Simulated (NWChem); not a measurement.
Species: CH6F2N2Si; SMILES NC[Si](N)(F)F

```xyz
12

N      0.0201    -2.3977     0.0827
C      0.8245    -1.2336    -0.3551
Si     0.0246     0.4281    -0.0238
N     -1.4666     0.5720    -0.8556
F      1.0782     1.6110    -0.3431
F     -0.3348     0.5859     1.5388
H     -0.9163    -2.3237    -0.3141
H     -0.1081    -2.3550     1.0932
H      1.8055    -1.2876     0.1326
H      1.0335    -1.3431    -1.4285
H     -1.4961     0.5205    -1.8669
H     -2.1762     1.2042    -0.5034
```
Atoms are numbered in this order, from 1.

All runs: NWChem. Medium grid unless said otherwise, to which SCAN and Minnesota functionals are sensitive. Geometry: optimised at B3LYP/6-31G* (spherical d). B3LYP is NWChem's, with the RPA form of VWN correlation. Total energies of different functionals are on different scales.

```
level                                  energy (Ha)  highest occupied level (eV)  orbital gap (eV)  dipole (D)
-------------------------------------  -----------  ---------------------------  ----------------  ----------
PBE/def2-TZVP                            -640.2123                        -5.43              5.07        2.23
B3LYP/def2-TZVP                          -640.7662                        -6.66              6.77        2.27
M06-2X/def2-TZVP                         -640.5931                        -8.34              9.35        2.29
TPSSh/def2-TZVP                          -640.7480                        -6.09              6.29        2.25
Hartree-Fock/def2-TZVP                   -638.4155                       -10.49             13.56        2.37
LDA (Slater exchange, VWN5)/def2-TZVP    -637.0570                        -5.56              5.04        2.31
```
